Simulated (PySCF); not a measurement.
# An isoelectronic set: 59 electrons

PBE0 in PySCF with def2-TZVPPD on every atom (core potentials on In, Sn, Sb), for the lowest determinant that a PBE0 search found; no spin–orbit coupling. All have 59 electrons, 11 of them in the valence shells, and the same state, a doublet (π ↑). For ions De leads to the atom and ion picked by measured ionisation energies and electron affinities.

```
species  difference of nuclear charges  Re (Å)  ωe (cm⁻¹)  k (mdyn/Å)  De (eV)  dissociates to
   InF⁻                             40   2.080        414        1.64     2.31         In + F⁻
    SnF                             41   1.950        573        3.17     4.89          Sn + F
    SbO                             43   1.806        878        6.42     3.93          Sb + O
   SbF⁺                             42   1.850        721        5.03     4.29         Sb⁺ + F
```

Task: Which member of the whole set has the stiffest bond, and how does it compare with the softest?

Result: SbO with k = 6.42 mdyn/Å, 3.9 times that of InF⁻.

These are scalar-relativistic numbers at best; spin–orbit coupling would shift them, the dissociation energy most. For an ion De counts to the pair picked by the measured ionisation energies or electron affinities, which need not be the lowest pair at this level. The highest Kohn–Sham level is positive in this anion. Much of that is self-interaction error, but it also means that the finite basis helps to hold the extra electron. States were picked by a PBE0 search and need not be the measured ground states.
